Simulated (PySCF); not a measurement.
BHF2, SMILES FBF. The structure is a stationary point at B3LYP-D3(BJ)/def2-TZVP.

These are PySCF with B3LYP-D3(BJ)/def2-TZVP values and carry that method's errors.

Harmonic wavenumbers (cm⁻¹): 536, 928, 1093, 1172, 1420, 2698. Rotational constants (GHz): 74.65, 10.42, 9.141; symmetry number 2.

Task: Work out the zero-point energy and the ideal-gas rigid-rotor harmonic-oscillator thermochemistry at 298.15 K and 1 atm.

Result: ZPE = ½ Σ hcν = ½ × 7848 cm⁻¹ = 11.22 kcal/mol. H − E(el) = 13.78 kcal/mol. Entropy in cal/(mol K): translation 37.64, rotation 19.96, vibration 0.83, total 58.43. G − E(el) = -3.64 kcal/mol. Cp = 10.19 cal/(mol K).
